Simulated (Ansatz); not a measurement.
Molecule: NO (charge +1, singlet). 
Geometry from a B3LYP-D3(BJ)/def2-TZVP (Ansatz, a first-principles code) optimisation:
```xyz
2

N      0.0000     0.0000    -0.5634
O      0.0000     0.0000     0.4930
```
Charge +1, spin multiplicity 1.

Parts of the frozen-core correlation energy in cc-pVDZ (Ansatz, hartree). Frozen orbitals: 2; correlated occupied orbitals by spin: 5 and 5; virtual: 21 and 21. No spin-orbit coupling. No relativistic terms.

| term | value |
|---|---|
| reference (HF) | -128.92833 |
| MP2 opposite-spin | [?] |
| MP2 same-spin | [?] |
| CCSD correlation | [?] |
| (T) | -0.01270 |
| CCSDT minus CCSD(T) | -0.00022 |
| CCSDT(Q) minus CCSD(T) | -0.00210 |
| T1 diagnostic | 0.017 |
| largest doubles amplitude | 0.105 |

Q: Complete the blanks.

A: 
- MP2 opposite-spin, value: -0.24482
- MP2 same-spin, value: -0.08978
- CCSD correlation, value: -0.33287
